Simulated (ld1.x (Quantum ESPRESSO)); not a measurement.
silver: one change to a TM potential, before and after

```
Element                 : silver (Ag)
Generator               : ld1.x (Quantum ESPRESSO) 7.5
Type                    : norm-conserving Troullier–Martins (Kleinman–Bylander form)
Functional              : BLYP
Relativity              : scalar-relativistic
Frozen core             : [Kr]
Valence charge          : 11
Reference configuration : 4d10 5s1 5p0
Partial waves           : 5s (bound): rc 1.95 bohr; 5p (bound, empty): rc 3.75 bohr; 4d (bound): rc 1.65 bohr
Local potential         : the d channel
Core correction         : a·sin(br)/r model core inside 1.35 bohr
```

Change: all radii but the core radius scaled by about 1.19 (s 2.32, p 4.46, d 1.96 bohr).

Cutoffs: the cutoffs (Ry, on a coarse ladder) from which the occupation-weighted sum of valence levels, in a spherical-Bessel basis at the reference potential, stays within 10 and 1 mRy of its value at 400 Ry; they do not see the model core or the augmentation charge, which bear on the density cutoff. Errors are all-electron minus pseudo energies relative to the spin-unpolarised reference configuration.

**Question.** What does the change do?

**Answer.** The potential gets softer (70 Ry and 100 Ry → 55 Ry and 90 Ry); both files keep a bound ghost (p, s); of the 6 tests that both files solve, the error grows in 2 and shrinks in 0 by more than 15 % and 0.3 meV (median size 25.8 → 30.5 meV). A larger radius leaves more room for a smooth pseudo-wave, so fewer plane waves are needed.

| quantity | base | changed |
| --- | --- | --- |
| cutoff, loose | 70 Ry | 55 Ry |
| cutoff, tight | 100 Ry | 90 Ry |
| loose cutoff by channel (10 mRy a level) | s 12 Ry, d 50 Ry | s 6 Ry, d 45 Ry |
| bound ghosts | s, p | s, p |
| tests counted (converged, no solver errors) | 6 of 7 | 6 of 7 |
| error for 4d10 5s0 5p0, meV [ΔE 7.87 eV] | -9.7 | -10 |
| error for 4d9 5s0 5p0, meV [ΔE 29.91 eV] | -42 | -51 |
| error for 4d8 5s0 5p0, meV [ΔE 66.00 eV] | -266 | -294 |
| error for 4d10 5s0.5 5p0, meV [ΔE 3.06 eV] | -2.2 | -2.3 |
| error for 4d7 5s0 5p0, meV [ΔE 117.57 eV] | -830 | -858 |
| error for 4d10 5s0 5p1, meV [ΔE 3.90 eV] | -0.4 | +2.0 |

Base: Tests not counted: 4d9 5s1 5p1 (solver errors, printed error -2.3 eV). Changed file: Tests not counted: 4d9 5s1 5p1 (solver errors, printed error -2.6 eV). A true bound ghost makes a file unfit for plane-wave use even where its test errors are small: the radial tests pick states by their node count and pass the ghost by. Where a test does run into it, the solver fails or the error is huge.
